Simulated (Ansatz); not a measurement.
`C[S][Ag]` + H₂ → `[AgH]` + CH₃SH at 298.15 K and 1 bar (hydrogenolysis of the Ag–S bond).

Calculated with Ansatz (gas phase, PBE0-D4/def2-TZVP geometries, no zero-point term in ΔE). CCSD(T)/CBS adds triple-zeta CCSD(T) − MP2 to the extrapolated MP2 energy (def2 sets, frozen cores). This one scheme is used for every species. def2 core potentials past Kr. For Ag outer-core shells are correlated without core-valence functions, which leaves a few kJ/mol of doubt a bond.

```csv
species,CCSD(T)/CBS energy (Eh),H − E (kJ/mol),S (J/(mol·K))
`C[S][Ag]`,-584.56425,115.8,309.9
H₂,-1.17544,35.1,130.4
`[AgH]`,-147.49153,19.3,204.5
CH₃SH,-438.22835,133.0,253.2
```

H − E and S are ideal-gas, rigid-rotor, harmonic terms from PBE0-D4/def2-TZVP. The MP2-based limit puts H₂ 0.8 mEh under its directly extrapolated value; such offsets cancel only in part. 1 Eh = 2625.50 kJ/mol, R = 8.31446 J/(mol·K).

Question: By hand: ΔE, ΔH, ΔS and ΔG.

Answer: ΔE = (-147.49153) + (-438.22835) − (-584.56425) − (-1.17544) = 0.01981 Eh = 52.0 kJ/mol. Δ(H − E) = 19.3 + 133.0 − 115.8 − 35.1 = 1.4, so ΔH = 53.4 kJ/mol. ΔS = 204.5 + 253.2 − 309.9 − 130.4 = 17.4 J/(mol·K). ΔG = 53.4 − 298.15 × (17.4)/1000 = 48.2 kJ/mol.

Question: By hand: the equilibrium constant, and the temperature at which ΔG would vanish if ΔH and ΔS stayed fixed.

Answer: log₁₀ K = −ΔG/(RT ln 10) = -8.4. ΔG = 0 at ΔH/ΔS = 3069 K, far beyond where these terms or the molecules hold.

ΔH outweighs TΔS. A doubt of 5 kJ/mol in ΔE shifts log₁₀ K by 0.9 here. These are equilibria of isolated gas molecules and say nothing of rates. Largest T1 diagnostic: 0.026 (customary marks: 0.02 for closed shells, 0.045 for open ones).
